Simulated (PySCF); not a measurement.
# Worked example: oscillator strength and radiative lifetime

Sn(H)3(SeH) (H4SeSn), SMILES [SnH3][SeH].

Geometry optimised at B3LYP-D3(BJ)/def2-TZVP. The def2 effective core potentials stand for the cores of Sn; spin–orbit coupling is left out.

TDDFT-LC-ωPBE/def2-SVPD (PySCF) puts the first singlet state with f over 0.02 at 7.10 eV (vertical), with the transition dipole (-0.076, -1.098, 0.000) in atomic units.

Find the oscillator strength, the wavelength and the radiative lifetime that this transition would have in vacuum if emission retraced absorption.


|μ|² = 1.2114 au, so |μ| = 2.80 D. ΔE = 7.10/27.211 = 0.2609 hartree. f = (2/3) ΔE |μ|² = 0.211 (the program prints 0.211).
λ = 1239.84/7.10 = 175 nm; ν = 57265 cm⁻¹.
Einstein's coefficient A = 0.6670 ν² f s⁻¹ (ν in cm⁻¹) = 4.6e8 s⁻¹, so τ = 1/A = 2.2 ns. This state is S3; the lower singlets have f = 0.016, 0.018. The figure is the radiative limit of this one transition; relaxation, internal conversion, crossing to triplets and a medium change what is measured.
